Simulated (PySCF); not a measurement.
C4H12OSSi2.
Z-matrix (Å and degrees, GFN2-xTB geometry), rows numbered from 1:
```
Si
S   1  2.1491
C   2  1.8185  1   98.16
O   3  1.3714  2  112.56  1   -53.63
Si  4  1.6316  3  126.81  2   -65.69
C   5  1.9054  4  119.70  3   -93.87
C   6  1.5410  5   89.29  4  -118.85
C   7  1.5387  6  100.32  5    15.93
H   1  1.4564  2  108.94  3    69.90
H   1  1.4586  2  106.38  3   -50.78
H   1  1.4520  2  102.51  3  -169.84
H   3  1.0927  2  105.73  1  -176.25
H   3  1.0927  2  107.89  1    66.29
H   5  1.4619  4  112.76  3    46.03
H   6  1.0891  5  114.19  4    -5.75
H   6  1.0863  5  119.77  4   123.92
H   7  1.0889  6  113.83  5   137.96
H   7  1.0883  6  110.17  5  -100.26
H   8  1.0871  5  114.46  4    16.28
H   8  1.0853  5  118.48  4  -112.71
```

NICS is the negative of the GIAO shielding at a point without a nucleus: at the ring centre (0) and 1 Å above and below it (1); zz is the component along the ring normal. Level: GIAO PBE0/pcSseg-1 (PySCF, non-relativistic, gas phase) on the GFN2-xTB geometry, one conformer.

Ring bond lengths (Å), with Mayer bond orders in brackets: Si5–C6 1.905 (0.92), C6–C7 1.541 (1.00), C7–C8 1.539 (1.00), C8–Si5 1.895 (0.93).

Q: Give the NICS values of each ring in ppm.

A: 
```csv
ring,type,NICS(0),"NICS(1), two faces","NICS(1)zz, two faces",rms pucker (Å),"centre to ring atoms, mean (Å)"
Si5–C6–C7–C8,4-membered ring with Si; formal bonds all single,-0.4,-0.8 / -1.8,5.4 / 1.2,0.10,1.21
```

Q: What can be read from them?

A: 
- Si5–C6–C7–C8: mean NICS(1)zz 3.3 ppm, deshielded. Si5, C6, C7, C8 have four or more neighbours, and the NICS criterion for π rings isn't applied. The two faces differ by 4.2 ppm, so no symmetry operation interchanges them.
